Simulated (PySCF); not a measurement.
Ge2, singlet, at a GFN2-xTB geometry of the parent state; BLYP/STO-3G in PySCF.

Here is a job for PySCF.
```python
from pyscf import gto, scf, dft

mol = gto.Mole()
mol.atom = '''
    Ge   -0.00000000   -0.00000000   -1.16521925
    Ge    0.00000000    0.00000000    1.16521925
'''
mol.basis = 'sto-3g'
mol.verbose = 3
mol.build()

mf = dft.RKS(mol)
mf.xc = 'blyp'
mf.kernel()
mf.analyze()
```

Q: Write the output that PySCF gives for this input, abridged.

A: 
```
SCF not converged.
SCF energy = -4105.72003292143
**** MO energy ****
MO #1   energy= -392.675376588723  occ= 2
MO #2   energy= -392.657176587622  occ= 2
MO #3   energy= -47.4552107554672  occ= 2
MO #4   energy= -47.4372297639638  occ= 2
MO #5   energy= -43.2492871904689  occ= 2
MO #6   energy= -43.2487994293499  occ= 2
MO #7   energy= -43.2332949960382  occ= 2
MO #8   energy= -43.2309651272652  occ= 2
MO #9   energy= -43.2305113640902  occ= 2
MO #10  energy= -43.2156871912245  occ= 2
MO #11  energy= -5.30918180443837  occ= 2
MO #12  energy= -5.29893467782844  occ= 2
MO #13  energy= -3.59223893495501  occ= 2
MO #14  energy= -3.58495113367275  occ= 2
MO #15  energy= -3.58162988920766  occ= 2
MO #16  energy= -3.57448779027118  occ= 2
MO #17  energy= -3.55625708879191  occ= 2
MO #18  energy= -3.54707980592112  occ= 2
MO #19  energy= -0.399091291460009 occ= 2
MO #20  energy= -0.244353365451215 occ= 2
MO #21  energy= -0.129891121111758 occ= 2
MO #22  energy= -0.128491484134006 occ= 2
MO #23  energy= -0.119773712688972 occ= 2
MO #24  energy= -0.117154450705801 occ= 2
MO #25  energy= -0.103568672876866 occ= 2
MO #26  energy= -0.101621482031014 occ= 2
MO #27  energy= -0.0977625332917521 occ= 2
MO #28  energy= -0.093096876649336 occ= 2
MO #29  energy= -0.0911304167210571 occ= 2
MO #30  energy= -0.0881126174381809 occ= 2
MO #31  energy= -0.0790883865450546 occ= 2
MO #32  energy= -0.0619001527614966 occ= 2
MO #33  energy= -0.0585793773982776 occ= 0
MO #34  energy= 0.0264539522591771 occ= 0
MO #35  energy= 0.0457515471899659 occ= 0
MO #36  energy= 0.249643474019309  occ= 0
 ** Mulliken atomic charges  **
charge of    0Ge =      0.04381
charge of    1Ge =     -0.04381
Dipole moment(X, Y, Z, Debye): -0.01824, -0.00612, -0.48921
```

The run did not converge; its last values are not results.
